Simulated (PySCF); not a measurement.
MN15 on Ag⁺ (silver, charge +1)

Configuration: [Kr] 4d10, closed-shell 1S. Computed with PySCF 2.14 in def2-SVP with the def2 core potential (28 electrons) (5s3p2d1f, 31 functions), with scalar relativity through the core potential.

- Total energy: -146.3544 hartree
- One-electron energy: -254.9061 hartree
- Hartree (Coulomb) energy: 122.1708 hartree
- Exchange-correlation energy: -13.6192 hartree
- ⟨S²⟩: 0.0000
- ⟨L²⟩: 0.000
- Sum of ⟨r⟩: 22.02 bohr
- Sum of ⟨r²⟩: 32.64 bohr²
- Time after the integrals: 0.71 s of wall time on 1 thread of AMD EPYC 7R43 64-Core Processor (shared host)

| shell | electrons | mean orbital energy (eV) | rms radius, mean of both spins (bohr) |
| --- | --- | --- | --- |
| 4s | 2 | -107.13 | 0.984 |
| 4p | 6 | -70.369 | 1.09 |
| 4d | 10 | -18.247 | 1.54 |

Energies and moments cover only the electrons outside the core potential.
